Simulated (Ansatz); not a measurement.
Geometry optimisation of CHFO₂Sn.

```yaml
crystal:
  periodic: [false, false, false]
  atoms:
    - {symbol: O, position_ang: [1.812041, -1.476235, 0.190358]}
    - {symbol: C, position_ang: [0.960865, -0.860902, 0.696516]}
    - {symbol: O, position_ang: [0.107593, -0.278328, 1.276029]}
    - {symbol: Sn, position_ang: [-1.078833, 1.563437, -0.252663]}
    - {symbol: F, position_ang: [0.454871, 0.781827, -1.288049]}
    - {symbol: H, position_ang: [-2.214537, 0.206301, -0.668291]}
basis:
  gaussian: {orbitals: def2-TZVP}
hamiltonian: {xc: pbe0, dispersion: d4}
relax: {f_tol: 0.005, max_steps: 150}
```

```sh
$ ansatz run in.yaml --threads 2 --pin off --events-out ev --progress --plain --max-ram 4352MiB
```

Shortened log:

```
Functional definition: PBE0
mean field -13692.41812563 eV, -503.1870850624 hartree, gradient 5.6e-5 eV, S^2 0.000000; 0 other end points of the search recorded, 0 dependent functions left out
relax step   1: F+E_penalty+E_count = -13692.53432753 eV  Δ(F+E_penalty+E_count) = +0.000e0 eV  max|allowed force component| = 1.512e0 eV/Å  Δτ_max = 0.0000 Å  (29 SCF iters, accepted)
mean field -13692.46645731 eV, -503.1888612191 hartree, gradient 2.1e-5 eV, S^2 0.000000; 0 other end points of the search recorded, 0 dependent functions left out
relax step   2: F+E_penalty+E_count = -13692.58295986 eV  Δ(F+E_penalty+E_count) = -4.863e-2 eV  max|allowed force component| = 2.841e-1 eV/Å  Δτ_max = 0.0852 Å  (33 SCF iters, accepted)
mean field -13692.47458583 eV, -503.1891599368 hartree, gradient 2.1e-5 eV, S^2 0.000000; 0 other end points of the search recorded, 0 dependent functions left out
relax step   3: F+E_penalty+E_count = -13692.59080735 eV  Δ(F+E_penalty+E_count) = -7.847e-3 eV  max|allowed force component| = 1.735e-1 eV/Å  Δτ_max = 0.0411 Å  (34 SCF iters, accepted)
mean field -13692.47665075 eV, -503.1892358211 hartree, gradient 1.9e-5 eV, S^2 0.000000; 0 other end points of the search recorded, 0 dependent functions left out
relax step   4: F+E_penalty+E_count = -13692.59228561 eV  Δ(F+E_penalty+E_count) = -1.478e-3 eV  max|allowed force component| = 1.590e-1 eV/Å  Δτ_max = 0.0235 Å  (34 SCF iters, accepted)
mean field -13692.47723493 eV, -503.1892572894 hartree, gradient 1.9e-5 eV, S^2 0.000000; 0 other end points of the search recorded, 0 dependent functions left out
relax step   5: F+E_penalty+E_count = -13692.59278749 eV  Δ(F+E_penalty+E_count) = -5.019e-4 eV  max|allowed force component| = 1.125e-1 eV/Å  Δτ_max = 0.0104 Å  (35 SCF iters, accepted)
mean field -13692.47816385 eV, -503.1892914264 hartree, gradient 2.0e-5 eV, S^2 0.000000; 0 other end points of the search recorded, 0 dependent functions left out
relax step   6: F+E_penalty+E_count = -13692.59346551 eV  Δ(F+E_penalty+E_count) = -6.780e-4 eV  max|allowed force component| = 7.057e-2 eV/Å  Δτ_max = 0.0226 Å  (34 SCF iters, accepted)
mean field -13692.47838144 eV, -503.1892994228 hartree, gradient 2.0e-5 eV, S^2 0.000000; 0 other end points of the search recorded, 0 dependent functions left out
relax step   7: F+E_penalty+E_count = -13692.59367491 eV  Δ(F+E_penalty+E_count) = -2.094e-4 eV  max|allowed force component| = 4.081e-2 eV/Å  Δτ_max = 0.0076 Å  (34 SCF iters, accepted)
mean field -13692.47843942 eV, -503.1893015535 hartree, gradient 1.8e-5 eV, S^2 0.000000; 0 other end points of the search recorded, 0 dependent functions left out
relax step   8: F+E_penalty+E_count = -13692.59383762 eV  Δ(F+E_penalty+E_count) = -1.627e-4 eV  max|allowed force component| = 1.259e-2 eV/Å  Δτ_max = 0.0211 Å  (34 SCF iters, accepted)
mean field -13692.47827454 eV, -503.1892954941 hartree, gradient 1.9e-5 eV, S^2 0.000000; 0 other end points of the search recorded, 0 dependent functions left out
relax step   9: F+E_penalty+E_count = -13692.59387296 eV  Δ(F+E_penalty+E_count) = -3.534e-5 eV  max|allowed force component| = 1.123e-2 eV/Å  Δτ_max = 0.0176 Å  (34 SCF iters, accepted)
mean field -13692.47817512 eV, -503.1892918408 hartree, gradient 2.0e-5 eV, S^2 0.000000; 0 other end points of the search recorded, 0 dependent functions left out
relax step  10: F+E_penalty+E_count = -13692.59381020 eV  Δ(F+E_penalty+E_count) = +6.276e-5 eV  max|allowed force component| = 1.792e-2 eV/Å  Δτ_max = 0.0070 Å  (35 SCF iters, rejected (line search))
mean field -13692.47833630 eV, -503.1892977640 hartree, gradient 2.0e-5 eV, S^2 0.000000; 0 other end points of the search recorded, 0 dependent functions left out
relax step  11: F+E_penalty+E_count = -13692.59388993 eV  Δ(F+E_penalty+E_count) = -1.697e-5 eV  max|allowed force component| = 5.957e-3 eV/Å  Δτ_max = 0.0035 Å  (35 SCF iters, accepted)
mean field -13692.47835288 eV, -503.1892983733 hartree, gradient 2.0e-5 eV, S^2 0.000000; 0 other end points of the search recorded, 0 dependent functions left out
relax step  12: F+E_penalty+E_count = -13692.59389121 eV  Δ(F+E_penalty+E_count) = -1.281e-6 eV  max|allowed force component| = 5.693e-3 eV/Å  Δτ_max = 0.0013 Å  (36 SCF iters, accepted)
mean field -13692.47835002 eV, -503.1892982682 hartree, gradient 2.0e-5 eV, S^2 0.000000; 0 other end points of the search recorded, 0 dependent functions left out
relax step  13: F+E_penalty+E_count = -13692.59389153 eV  Δ(F+E_penalty+E_count) = -3.277e-7 eV  max|allowed force component| = 1.461e-3 eV/Å  Δτ_max = 0.0010 Å  (36 SCF iters, accepted)
mean field -13692.47835002 eV, -503.1892982682 hartree, gradient 2.0e-5 eV, S^2 0.000000; 1 other end points of the search recorded, 0 dependent functions left out
Total energy: -13692.59392270 eV, -503.1935454857 hartree
Atom 0 at     1.756512    -1.534574     0.213202 Å, force    -0.000719     0.000500     0.000641 eV/Å
Atom 1 at     0.956772    -0.884772     0.719146 Å, force     0.001461    -0.001063    -0.001287 eV/Å
Atom 2 at     0.150261    -0.248461     1.271387 Å, force    -0.000749     0.000523     0.000723 eV/Å
Atom 3 at    -1.101180     1.562155    -0.262265 Å, force     0.000019     0.000179     0.000139 eV/Å
Atom 4 at     0.408339     0.881617    -1.323549 Å, force    -0.000109    -0.000036    -0.000114 eV/Å
Atom 5 at    -2.128704     0.160135    -0.664021 Å, force     0.000097    -0.000103    -0.000101 eV/Å
Dipole moment:    -0.253374     0.138752     0.393095 e Å
```

It took 61 s on 2 threads of an Arm Neoverse V2 on a shared host, with 0.4 GiB of host memory at the peak.
